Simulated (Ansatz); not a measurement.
Cost and result for the atomization energy of `[GeH3]/[N]=C1\O[SiH2]1` (10 atoms, 10 bonds).

```xyz
10

Ge    1.348    1.506   -0.554
N    -0.199    0.550   -0.978
C    -0.605   -0.337   -0.217
O    -0.130   -0.838    1.004
Si   -1.548   -1.666    0.549
H     1.165    2.243    0.784
H     1.534    2.512   -1.695
H     2.552    0.553   -0.479
H    -1.381   -3.091    0.189
H    -2.737   -1.433    1.397
```

The species carries charge 0 and has multiplicity 1. Correlated methods include outer-core shells of Ge, which these sets cover unevenly. Scalar relativity is left out up to krypton. Geometry: relaxed with PBE0-D4/def2-TZVP. Program: Ansatz. All runs use 4 threads of a server CPU on a shared host. Times are those of one run each, without the atoms' runs, and a repeat can differ threefold. Electronic energies, without spin–orbit coupling; frozen cores. CCSD(T)/CBS adds CCSD(T) − MP2 in def2-TZVPP to the MP2 limit, and its time is that of the two runs behind it. T1 = 0.015. With those shells the extrapolation isn't a true limit. B3LYP takes the VWN-RPA correlation (the form of Gaussian; ORCA's B3LYP/G).

CCSD(T)/CBS is a level of theory with its own doubt, some kJ/mol a heavy atom from the limit and from the frozen cores, so smaller differences don't rank the functionals.

```json
{"level": "revPBE-D4/def2-TZVPP", "functions": "253", "wall time": "2.5 s"}
{"level": "PBE-D4/def2-TZVPP (with forces)", "functions": "253", "wall time": "3.1 s"}
{"level": "PBE0-D4/def2-TZVPP", "functions": "253", "wall time": "4 s"}
{"level": "r2SCAN-D4/def2-TZVPP (with forces)", "functions": "253", "wall time": "6.5 s"}
{"level": "B3LYP-D4/def2-TZVPP (with forces)", "functions": "253", "wall time": "6.5 s"}
{"level": "r2SCANh-D4/def2-TZVPP", "functions": "253", "wall time": "7 s"}
{"level": "B2PLYP/def2-TZVPP", "functions": "253", "wall time": "7.5 s"}
{"level": "B97M-V/def2-TZVPP", "functions": "253", "wall time": "9.5 s"}
{"level": "CCSD(T)/def2-SVP", "functions": "117", "wall time": "11 s"}
{"level": "ωB97M-V/def2-TZVPP (with forces)", "functions": "253", "wall time": "15 s"}
{"level": "MP2/def2-QZVPP", "functions": "480", "wall time": "29 s"}
{"level": "CCSD(T)/def2-TZVPP", "functions": "253", "wall time": "4.2 min"}
{"level": "CCSD(T)/CBS(def2)", "functions": "–", "wall time": "4.6 min"}
```

(1) What atomization energy does each give, and how far from CCSD(T)/CBS? (Estimate.)

## Answers

(1) Computed: 
```tsv
level	atomization (kcal/mol)	difference from CCSD(T)/CBS	per bond
revPBE-D4/def2-TZVPP	805.3	-2.4	-0.2
PBE-D4/def2-TZVPP (with forces)	828.0	20.3	2.0
PBE0-D4/def2-TZVPP	803.6	-4.1	-0.4
r2SCAN-D4/def2-TZVPP (with forces)	810.6	2.9	0.3
B3LYP-D4/def2-TZVPP (with forces)	806.1	-1.6	-0.2
r2SCANh-D4/def2-TZVPP	801.5	-6.2	-0.6
B2PLYP/def2-TZVPP	797.9	-9.8	-1.0
B97M-V/def2-TZVPP	815.3	7.6	0.8
CCSD(T)/def2-SVP	744.4	-63.3	-6.3
ωB97M-V/def2-TZVPP (with forces)	807.6	-0.1	0.0
MP2/def2-QZVPP	814.3	6.6	0.7
CCSD(T)/def2-TZVPP	783.6	-24.1	-2.4
CCSD(T)/CBS(def2)	807.7	0.0	0.0
```

The D4 term adds +8.9 kcal/mol with B3LYP and +4.7 kcal/mol with PBE0; it sums over pairs of atoms, weighted by their polarisabilities, and B3LYP, whose exchange is more repulsive, gets the larger term. In def2-TZVPP, CCSD(T) changes the Hartree–Fock value by +250.4 kcal/mol (the triples alone add +18.2 kcal/mol) and MP2 by +266.8 kcal/mol; breaking electron pairs costs correlation energy, which Hartree–Fock lacks. From BLYP to BHLYP (50 % exact exchange), in def2-TZVPP and without D4, the atomization energy moves by −34.5 kcal/mol: exact exchange takes away binding that semilocal exchange gives to molecules.
